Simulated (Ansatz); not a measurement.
Cost and result for the atomization energy of CH6FInOSi (11 atoms, 10 bonds).

```json
{"atom": "C1", "x (Å)": "-1.223", "y (Å)": "-0.949", "z (Å)": "-0.459"}
{"atom": "O2", "x (Å)": "-0.382", "y (Å)": "0.188", "z (Å)": "-0.366"}
{"atom": "Si3", "x (Å)": "1.089", "y (Å)": "0.233", "z (Å)": "0.529"}
{"atom": "F4", "x (Å)": "1.096", "y (Å)": "0.981", "z (Å)": "1.964"}
{"atom": "In5", "x (Å)": "-0.616", "y (Å)": "2.450", "z (Å)": "-0.947"}
{"atom": "H6", "x (Å)": "-1.185", "y (Å)": "-1.534", "z (Å)": "0.462"}
{"atom": "H7", "x (Å)": "-2.247", "y (Å)": "-0.610", "z (Å)": "-0.632"}
{"atom": "H8", "x (Å)": "-0.912", "y (Å)": "-1.585", "z (Å)": "-1.292"}
{"atom": "H9", "x (Å)": "0.945", "y (Å)": "-1.164", "z (Å)": "1.073"}
{"atom": "H10", "x (Å)": "2.367", "y (Å)": "0.124", "z (Å)": "-0.233"}
{"atom": "H11", "x (Å)": "1.067", "y (Å)": "1.866", "z (Å)": "-0.099"}
```

Charge 0, multiplicity 1. Correlated methods include outer-core shells of In, which these sets cover unevenly. In takes the def2 core potential. The bonds changed during the relaxation, so this is another structure than the one it started from. All single points use the PBE0-D4/def2-TZVP geometry. It is one conformer, not always the lowest. Program: Ansatz. All runs use 4 threads of an Intel Xeon 6975P-C on a shared host. Times are those of one run each, without the atoms' runs, and a repeat can differ threefold. Electronic energies, without spin–orbit coupling; frozen cores. CCSD(T)/CBS adds CCSD(T) − MP2 in def2-TZVPP to the MP2 limit, and its time is that of the two runs behind it. T1 = 0.015. With those shells the extrapolation isn't a true limit. B3LYP takes the VWN-RPA correlation (the form of Gaussian; ORCA's B3LYP/G). HSE06 is the plane-wave form, built on full-range PBE exchange.

CCSD(T)/CBS is a level of theory with its own doubt, some kJ/mol a heavy atom from the limit and from the frozen cores, so smaller differences don't rank the functionals.

| level | functions | wall time | atomization (kJ/mol) | difference from CCSD(T)/CBS | per bond |
| --- | --- | --- | --- | --- | --- |
| LDA (SPW92)/def2-TZVPP | 269 | 1.2 s | 4193.5 | 497.3 | 49.7 |
| revPBE-D4/def2-TZVPP | 269 | 1.7 s | 3612.8 | -83.4 | -8.3 |
| PBE-D4/def2-TZVPP (with forces) | 269 | 1.9 s | 3703.0 | 6.8 | 0.7 |
| BHLYP-D4/def2-TZVPP | 269 | 2.5 s | 3562.5 | -133.7 | -13.4 |
| PBE0-D4/def2-TZVPP | 269 | 2.6 s | 3634.4 | -61.8 | -6.2 |
| HSE06-D4/def2-TZVPP | 269 | 2.7 s | 3636.2 | -60.0 | -6.0 |
| CAM-B3LYP-D4/def2-TZVPP | 269 | 2.8 s | 3688.5 | -7.7 | -0.8 |
| B3LYP-D4/def2-TZVPP (with forces) | 269 | 4 s | 3664.2 | -32.0 | -3.2 |
| CCSD(T)/def2-SVP | 116 | 5.5 s | 3435.8 | -260.4 | -26.0 |
| ωB97M-V/def2-TZVPP (with forces) | 269 | 8 s | 3676.5 | -19.7 | -2.0 |
| MP2/def2-QZVPP | 503 | 19 s | 3704.5 | 8.3 | 0.8 |
| CCSD(T)/def2-TZVPP | 269 | 83 s | 3590.4 | -105.8 | -10.6 |
| CCSD(T)/CBS(def2) | – | 100 s | 3696.2 | 0.0 | 0.0 |

Leaving LDA and LC-ωPBE aside and taking each functional with its dispersion term where it has one, the values spread over 140.6 kJ/mol, from BHLYP-D4 to PBE-D4. LDA lies +516.7 kJ/mol from PBE without D4, its usual overbinding. From BLYP to BHLYP (50 % exact exchange), in def2-TZVPP and without D4, the atomization energy moves by −77.6 kJ/mol: exact exchange takes away binding that semilocal exchange gives to molecules. At CCSD(T), def2-SVP lies −260.4 kJ/mol from the extrapolated value and def2-TZVPP −105.8 kJ/mol: correlation converges slowly with the basis, and small sets miss more of it in the bonded molecule than in its fragments.

Spin–orbit coupling would lower the free In atoms strongly, and the atomization energy with them, by more than many differences here.
